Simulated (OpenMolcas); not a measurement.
# Multiplet structure of Fe5+

```yaml
Program: OpenMolcas 26.06
Method: CASSCF
Basis: ANO-RCC-VTZP [6s5p3d2f1g]
Scalar_Hamiltonian: DKH2, point nucleus
Active_space: 3 electrons in 5 orbitals (3d)
State_averaging: 2S+1 = 4 even, 10 roots; 2S+1 = 2 even, 40 roots
Spin-orbit_coupling: state interaction with AMFI integrals over the reference wave functions, term energies averaged over their components
```

With spin-orbit coupling, above the lowest level:

| Configuration | Term | J | E (cm-1) | Measured (cm-1) | g | Term weight % |
| --- | --- | --- | --- | --- | --- | --- |
| 3d3 | 4F | 3/2 | 0.0 | 0.0 | 0.399 | 100 |
| 3d3 | 4F | 5/2 | 539 | 511 | 1.029 | 100 |
| 3d3 | 4F | 7/2 | 1268 | 1188 | 1.238 | 100 |
| 3d3 | 4F | 9/2 | 2163 | 2001 | 1.334 | 100 |
| 3d3 | 4P | 1/2 | 23249 | 18738 | 2.653 | 99 |
| 3d3 | 4P | 3/2 | 23445 | 18942 | 1.726 | 98 |
| 3d3 | 2G | 7/2 | 23904 | 20616 | 0.889 | 100 |
| 3d3 | 4P | 5/2 | 24113 | 19611 | 1.601 | 100 |
| 3d3 | 2G | 9/2 | 24623 | 21315 | 1.108 | 98 |
| 3d3 | 2P | 1/2 | 31468 | 26496 | 0.683 | 99 |
| 3d3 | 2P | 3/2 | 31571 | 26215 | 1.237 | 78 |
| 3d3 | 2H | 9/2 | 31579 | 28724 | 0.913 | 98 |
| 3d3 | 2H | 11/2 | 32104 | 29203 | 1.091 | 100 |
| 3d3 | 2D(1) | 3/2 | 34607 | 28628 | 0.906 | 80 |
| 3d3 | 2D(1) | 5/2 | 34899 | 28484 | 1.201 | 100 |
| 3d3 | 2F | 7/2 | 53986 | 46217 | 1.143 | 100 |
| 3d3 | 2F | 5/2 | 54302 | 46604 | 0.857 | 100 |
| 3d3 | 2D(2) | 5/2 | 84222 | 71708 | 1.200 | 100 |
| 3d3 | 2D(2) | 3/2 | 84598 | 72049 | 0.800 | 100 |

Against the 18 measured excited levels shown (Corliss and Sugar, J. Phys. Chem. Ref. Data 11, 135 (1982)) the mean absolute deviation is 5000 cm-1; the largest miss in energy is 3d3 2D 3/2(2): computed 84598, measured 72049 cm-1 (+17.4 %), and the largest in proportion 3d3 4P 1/2 (+24.1 %).

Spin-orbit coupling puts the lowest level 1281 cm-1 below the lowest spin-free term.

A least-squares Racah fit to the terms below 60000 cm-1, each weighted by 2L + 1 and with a free common offset, gives B = 1492 cm-1 and C = 5675 cm-1 (C/B = 3.80), with an rms deviation of 45 cm-1.

For 4F the intervals divided by the larger J are 215.6, 208.2, 199.0 cm-1. Landé's interval rule makes them equal in pure LS coupling; they differ by 8 % of their mean. The multiplet is regular.

Without dynamic correlation excited terms often stand tens of per cent too high (terms of higher spin than the ground term too low), and those without a measured partner can miss by more than the paired ones. Measured partners are found by configuration, term and J. A level has none where our copy of the source lacks it or the pairing is in doubt (some pairs that miss far off the trend of their configuration count as doubtful), and it then counts in no deviation. Levels of configurations outside the active space are missing.

The RASSCF and RASSI steps took 16 s on 1 thread of Arm Neoverse V1, on a shared host; the integral step is not counted.

The term weight is that of the spin-free term in the level, not the purity of its configuration. A number in round brackets counts repeated terms of one configuration in the order of the reference energies.
